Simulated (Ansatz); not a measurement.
Two structures of AlH₂Cl₂F, singlet, reached by relaxing down either side of one saddle point (PBE0-D4/def2-TZVP). Energies are electronic, without zero-point energy. Ansatz 0.2.0; basis: def2-TZVPP and def2-QZVPP; cores frozen in the correlated methods. Extrapolation: Hartree–Fock as exp(−7.88 √X), correlation as X^−2.97. First:

```csv
atom,x (Å),y (Å),z (Å)
Al1,-0.2527,-0.5657,0.2358
F2,-1.7862,0.0093,0.1826
Cl3,0.4519,-1.7142,-1.3399
Cl4,0.8019,-0.4708,2.0183
H5,0.0314,1.4835,-0.5528
H6,0.7537,1.2578,-0.5439
```

Second:

Al1  (0.545, -0.287, 0.050)
F2  (-1.372, 0.475, -0.033)
Cl3  (0.337, -1.922, -1.245)
Cl4  (0.686, -0.682, 2.103)
H5  (-1.314, 1.346, -0.361)
H6  (1.117, 1.070, -0.513)
(Å)

Problem. Which bonds change from the first to the second?

Solution. AlCl₂F ([F][Al]([Cl])[Cl]) + H₂ → AlHCl₂ ([Cl][AlH][Cl]) + HF (still joined by a long Al–F bond); bonds formed: Al1–H6, F2–H5; bonds broken: H5–H6; bonds weakened to dative contacts: Al1–F2.

Problem. Give the saddle point's structure and its height above each. (To be estimated.)

Solution. The calculation gives: 1.531 eV above the first and 0.255 eV above the second (CCSD(T) at an estimated basis limit (MP2 extrapolated from triple and quadruple zeta, plus CCSD(T) − MP2 in triple zeta)).
```xyz
6
angstrom
Al 0.2773 -0.3501 0.1007
F -1.3979 0.5289 -0.0501
Cl 0.4029 -1.8976 -1.2797
Cl 0.7552 -0.6459 2.1008
H -0.6365 1.1870 -0.3732
H 0.5990 1.1776 -0.4984
```

The T1 diagnostic stays at or below 0.010.

Labels in which every atom is bracketed show which atoms are joined, not bond orders.

For scale, one of the runs: CCSD(T)/def2-TZVPP, 185 basis functions (an equivalent command: `ansatz run in.yaml --threads 2`). The run took 19 s on 2 CPU threads (shared host), with 1.8 GiB of host memory at its peak.
